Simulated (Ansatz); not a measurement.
Geometry optimisation, RKS PBE/def2-SVP in Ansatz.

input.yaml

```yaml
crystal:
  periodic: [false, false, false]
  atoms:
    - { symbol: Ge, position_ang: [0.0, 0.0, 0.0] }
    - { symbol: F, position_ang: [0.0, 0.0, 2.03] }
    - { symbol: F, position_ang: [1.5842, 0.0, -0.5594] }
    - { symbol: F, position_ang: [-0.7913, 1.3709, -0.5594] }
    - { symbol: F, position_ang: [-0.7913, -1.3709, -0.5594] }
    - { symbol: O, position_ang: [-1.9644, 0.0, 0.6527] }
    - { symbol: H, position_ang: [-2.5095, -0.6297, 0.0813] }
    - { symbol: H, position_ang: [-1.1899, 0.0, 1.7453] }
basis:
  gaussian: { orbitals: def2-SVP }
hamiltonian:
  xc: pbe
relax:
  f_tol: 0.15
  max_steps: 25
  restrain:
    - { distance: [0, 5], at: 1.77, k: 30.0 }
    - { distance: [7, 1], at: 0.92, k: 30.0 }
    - { distance: [0, 1], at: 2.88, k: 30.0 }
    - { distance: [7, 5], at: 2.21, k: 30.0 }
```

Command:

```bash
$ ansatz run input.yaml --threads 2 --pin off --max-ram 3072MiB --backend cpu --events-out ev --progress --plain --runs-dir out
```

Where does it end, and by what steps?

The forces met the threshold. The restraints hold the end off the free minimum; the threshold counts their pulls, which the force column leaves out. Restrained pairs: Ge1–O6 (2.07 → 1.77 Å), F2–H8 (1.22 → 0.93 Å), Ge1–F2 (2.03 → 2.87 Å), O6–H8 (1.34 → 2.20 Å). After 12 steps the energy has fallen by 2.665 eV (the restraints' own energy left out); F5 moved furthest, 1.45 Å.

| step | energy less start (eV) | largest force component (eV/Å) | accepted |
| --- | --- | --- | --- |
| 0 | 0.0000 | 3.675 | yes |
| 1 | 0.0999 | 3.661 | yes |
| 2 | -0.0990 | 3.774 | yes |
| 3 | -1.1091 | 1.745 | yes |
| 4 | -1.7657 | 0.969 | yes |
| 5 | -2.0665 | 0.860 | yes |
| 6 | -2.3197 | 0.605 | yes |
| 7 | -2.4223 | 0.504 | yes |
| 8 | -2.4733 | 0.414 | yes |
| 9 | -2.5219 | 0.540 | yes |
| 10 | -2.6062 | 0.245 | yes |
| 11 | -2.6559 | 0.280 | yes |
| 12 | -2.6651 | 0.388 | yes |

```xyz
8
Properties=species:S:1:pos:R:3
Ge -0.458 -0.123 -0.391
F -0.071 0.858 2.284
F 1.082 -0.757 0.055
F -0.339 1.574 -0.662
F -0.855 -0.854 -1.915
O -1.763 -0.571 0.718
H -2.392 -1.168 0.268
H -0.866 0.412 2.475
```

The run took 16 s on 2 threads of Intel(R) Xeon(R) 6975P-C (Granite Rapids), on a shared host, peak memory 0.17 GiB.
